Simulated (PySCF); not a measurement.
# Excitation energy of In⁺ by level of theory

In⁺ [Kr] 4d10 5s2 (1S) → In⁺ [Kr] 4d10 5s1 5p1 (3P), as a difference of total energies. Computed with PySCF 2.14 in dyall-av2z, with the non-relativistic Hamiltonian (point nucleus). Correlated levels: valence: [Kr] 4d10 frozen; virtual orbitals above 40 to 60 times the deepest correlated orbital energy dropped. The calculations carry no spin-orbit coupling.

| method | excitation energy (eV) | difference from reference (eV) |
| --- | --- | --- |
| UHF | 3.480 | -2.051 |
| LDA | 5.256 | -0.275 |
| PBE | 5.010 | -0.521 |
| PBE0 | 4.697 | -0.834 |
| r2SCAN | 4.578 | -0.953 |
| M06 | 5.439 | -0.092 |
| HSE06 | 4.731 | -0.800 |
| CAM-B3LYP | 4.899 | -0.632 |
| MP2 (valence) | 4.044 | -1.487 |
| SCS-MP2 (valence) | 4.201 | -1.330 |

Reference: 5.531 eV (measured; NIST levels, between the centres of gravity of the two terms).

These non-relativistic numbers lack the scalar-relativistic shift.
